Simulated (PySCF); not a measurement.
Species: C4H9FNSi2 (doublet state).
Structure used (GFN2-xTB), in Å, numbered top down from 1:
```xyz
17
C4H9FNSi2 angstrom
F      1.1806    2.6331    0.5473
Si    -0.2783    2.0989    0.1324
N     -0.0780    0.4499   -0.2642
C     -1.1652   -0.3260   -0.8277
Si    -1.9902   -1.5908    0.3448
C      0.9878   -0.3645    0.2471
C      2.4061    0.0096   -0.0128
C      1.9537   -0.9924   -0.7096
H     -0.6696    2.8434   -1.0562
H     -1.1009    2.3877    1.3060
H     -0.7768   -0.8685   -1.7019
H     -1.9209    0.3686   -1.1967
H     -1.2050   -2.8032    0.5581
H     -3.3396   -1.9010   -0.1160
H      0.7181   -0.8933    1.1657
H      3.1744    0.6986    0.2347
H      2.0969   -1.7381   -1.4526
```

The hyperfine couplings belong to this conformer and change with its torsions.

The species is `F[SiH2]N(C[SiH2])C1C=C1` [radical].

Computed with PySCF 2.14.0, UKS B3LYP, pcH-1 on C F H N Si, non-relativistic, mean-field spin-orbit, GIAO. The structure is a single GFN2-xTB conformer in the gas phase; no vibrational or solvent corrections. The geometry wasn't refined by DFT: couplings that depend on bond lengths, twists or pyramidal angles can differ widely from those at the functional's own minimum, by a factor of two or more for some ions and for spin on atoms past the first row. Stability of the SCF solution: not tested.

(1) The isotropic 13C couplings are +6.9, +2.4 MHz. Assign them to C4; C6.

## Answers

(1) 
| site | a_iso (MHz) | ρ(0) (bohr⁻³) | position | distance from Si5 (Å) | spin population | largest \|T\| (MHz) |
| --- | --- | --- | --- | --- | --- | --- |
| C4 | +6.9 | +0.0061 | 1 bond from Si5 | 1.91 | 0.00 | 8.2 |
| C6 | +2.4 | +0.0021 | 3 bonds from Si5 | 3.22 | 0.00 | 0.9 |

ρ(0) is the spin density at the nucleus and T the dipolar tensor; a_iso includes a spin–orbit part; entries for several nuclei are means. The largest Mulliken spin population is on Si5 (+0.99). The angles at Si5 add up to 335.8°, so it is pyramidal.

Nuclei that the bonding pattern makes equivalent are averaged, as if the motion that swaps them (rotation, inversion, ring flip) were fast. The 1H value of +28.5 MHz is a mean of couplings from -2.1 to 59.2 MHz in this one geometry, not an average over conformers. The 1H value of +26.4 MHz is a mean of couplings from 20.9 to 31.9 MHz in this one geometry, not an average over conformers.
